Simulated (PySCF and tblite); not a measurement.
Values are calculated unless marked as measured or tabulated.
System: C₃H₃BrN₂, numbered as in [Br:1][c:2]1[cH:3][n:4][nH:5][cH:6]1.

Motion: shift of H on N5 from N5 to N4. GFN2-xTB gives an electronic barrier of 46.1 kcal/mol.

Tunnelling of the moving H, left out here, will speed the real process. In real samples such hydrogens mostly exchange between molecules or through solvent, far faster than by this path. Spin–orbit effects of heavy atoms on shieldings are missing.

PBE0/pcSseg-1 + D3(BJ) on B3LYP-D3(BJ)/def2-SVP geometries gives 50.9 kcal/mol and k(298 K) = 6.9×10⁻²² s⁻¹.

(1) What does PBE0/pcSseg-1 + D3(BJ), IEF-PCM chloroform give on B3LYP-D3(BJ)/def2-SVP geometries?

Programs: tblite and PySCF.

Results:

(1) A barrier of 52.4 kcal/mol, 1.5 above the first DFT barrier (from unrounded values) and, with GFN2-xTB thermal terms, ΔG‡(298 K) = 48.2 kcal/mol and k = 5.5×10⁻²³ s⁻¹ (2 equivalent paths).
